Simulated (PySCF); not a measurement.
Compound: C₆H₁₄N₂.
SMILES with atom numbers: `[CH3:1]/[N:2]=[CH:3]\[CH2:4][CH2:5][CH2:6][NH:7][CH3:8]` (hydrogens: H9, H10, H11 on C1; H12 on C3; H13, H14 on C4; H15, H16 on C5; H17, H18 on C6; H19 on N7; H20, H21, H22 on C8)

Computed by this run: PBE0-D3(BJ)/def2-SVP geometry optimisation, gas phase (PySCF 2.14.0); density fitting, grid level 1; the optimiser is geomeTRIC in internal coordinates, started from a GFN2-xTB structure with every atom displaced at random (about 0.01 Å).

Step 0: E = -9411.6921 eV
```
atom  x, y, z in Å  |  force x, y, z in eV/Å
C1      3.9543    0.3812   -0.0362   -1.645   0.945   0.871
N2      3.3617   -0.5274    0.8959    0.084  -0.516   0.424
C3      2.1042   -0.6949    0.9591    1.632   0.154   0.011
C4      1.0910   -0.0186    0.1469   -2.290  -0.433   0.120
C5     -0.3498   -0.4751    0.5256    0.691   1.773  -0.247
C6     -1.4204    0.1740   -0.3489    0.101  -0.482   0.865
N7     -2.7302   -0.1939    0.1244   -0.409   0.076  -0.194
C8     -3.7878    0.3451   -0.7063   -0.732  -1.219   0.554
H9      3.6920    0.1373   -1.0529   -0.036  -0.237  -0.966
H10     5.0119    0.3927    0.1001    1.188   0.063  -0.040
H11     3.5542    1.4189    0.1360    0.353  -0.399  -0.151
H12     1.7925   -1.4098    1.7146   -0.456  -0.378   0.355
H13     1.2165   -0.2282   -0.9182    0.352   0.041  -0.418
H14     1.1371    1.0654    0.2757    0.235   0.426  -0.055
H15    -0.5529   -0.2106    1.5746   -0.032  -0.003   0.050
H16    -0.4178   -1.5424    0.4602   -0.067  -1.161  -0.137
H17    -1.3373    1.2720   -0.2956    0.087   0.062  -0.058
H18    -1.2586   -0.1192   -1.3950    0.159   0.000  -0.549
H19    -2.8180   -1.2129    0.1669    0.081   0.263  -0.006
H20    -4.7855    0.0167   -0.2961    0.689   0.241  -0.361
H21    -3.7812    1.4287   -0.6727    0.084   0.603  -0.058
H22    -3.7282    0.0111   -1.7665   -0.069   0.181  -0.010
```

Step 1: E = -9411.8812 eV
```
atom  x, y, z in Å  |  force x, y, z in eV/Å
C1      3.9216    0.3479   -0.0706    0.306  -0.020  -0.149
N2      3.3838   -0.5619    0.9030    0.065  -0.038   0.049
C3      2.1296   -0.6946    0.9964   -0.269   0.030  -0.001
C4      1.0627   -0.0018    0.1829    0.019  -0.044   0.084
C5     -0.3493   -0.4085    0.5735   -0.023  -0.278   0.053
C6     -1.4282    0.2069   -0.2956   -0.019  -0.023  -0.217
N7     -2.7485   -0.2100    0.1121    0.081  -0.059   0.009
C8     -3.8028    0.3000   -0.7268    0.139   0.267  -0.089
H9      3.6343    0.0805   -1.1084    0.028   0.003   0.113
H10     5.0267    0.3472   -0.0122   -0.229   0.007  -0.065
H11     3.5827    1.3852    0.0912   -0.055   0.078   0.024
H12     1.7617   -1.3988    1.7640    0.022  -0.017   0.000
H13     1.2355   -0.2161   -0.8883    0.031   0.029  -0.023
H14     1.1833    1.0931    0.2858    0.034   0.000  -0.036
H15    -0.5500   -0.1435    1.6248    0.017   0.000   0.010
H16    -0.4335   -1.5172    0.5193    0.022   0.224   0.013
H17    -1.3683    1.3093   -0.2345   -0.020  -0.002   0.013
H18    -1.2203   -0.0452   -1.3676    0.022   0.078   0.103
H19    -2.7760   -1.2266    0.1173   -0.052  -0.045   0.042
H20    -4.7596   -0.1807   -0.4855   -0.065   0.035   0.121
H21    -3.9116    1.3928   -0.5746   -0.061  -0.197   0.007
H22    -3.6259    0.1522   -1.8144    0.006  -0.027  -0.061
```

**Question.** Estimate the geometry and energy of step 2. (The exact step hangs on the optimiser's Hessian estimate; all steps are aligned on step 1, rigid shifts and turns removed.)

**Answer.** E = -9411.8844 eV, largest force 0.418 eV/Å
```
atom  x, y, z in Å  |  force x, y, z in eV/Å
C1      3.8494    0.3754   -0.0933    0.064   0.019   0.018
N2      3.3807   -0.5412    0.9134    0.177  -0.158   0.146
C3      2.1333   -0.7178    1.0398   -0.037   0.284  -0.304
C4      1.0778   -0.0332    0.2115   -0.182  -0.161   0.164
C5     -0.3385   -0.4394    0.5812   -0.016  -0.029  -0.011
C6     -1.3969    0.1866   -0.3071   -0.046  -0.005   0.020
N7     -2.7255   -0.2089    0.0922    0.024  -0.022  -0.072
C8     -3.7698    0.3317   -0.7411    0.018  -0.004  -0.027
H9      3.5363    0.0741   -1.1107   -0.002   0.000   0.013
H10     4.9484    0.4262   -0.0829   -0.030  -0.018   0.015
H11     3.4645    1.4007    0.0642    0.000  -0.010  -0.006
H12     1.7870   -1.4278    1.8124    0.052   0.029  -0.012
H13     1.2710   -0.2464   -0.8571    0.004   0.003   0.004
H14     1.2008    1.0618    0.3107   -0.001  -0.003  -0.011
H15    -0.5525   -0.1731    1.6298   -0.004   0.008  -0.007
H16    -0.4251   -1.5415    0.5260    0.005   0.034  -0.011
H17    -1.3276    1.2880   -0.2385    0.000   0.006   0.006
H18    -1.1733   -0.0574   -1.3743    0.001   0.001   0.022
H19    -2.7844   -1.2252    0.1076   -0.003   0.021   0.001
H20    -4.7382   -0.1131   -0.4687   -0.016   0.032   0.022
H21    -3.8520    1.4216   -0.5908   -0.003  -0.011   0.012
H22    -3.6178    0.1690   -1.8324   -0.005  -0.017   0.020
```

The energy changes by -0.0032 eV. The first-order estimate −F·Δx gives -0.0246 eV and the mean of the old and new forces, exact on a quadratic surface, -0.0031 eV. The step makes an angle of 84° with the force vector and moves no atom by more than 0.132 Å.

The cost below is that of the whole optimisation. Time: 2.3 min of wall time; peak memory 0.75 GiB. Hardware: Intel Xeon Platinum 8375C at 2.90 GHz, one thread (shared host).
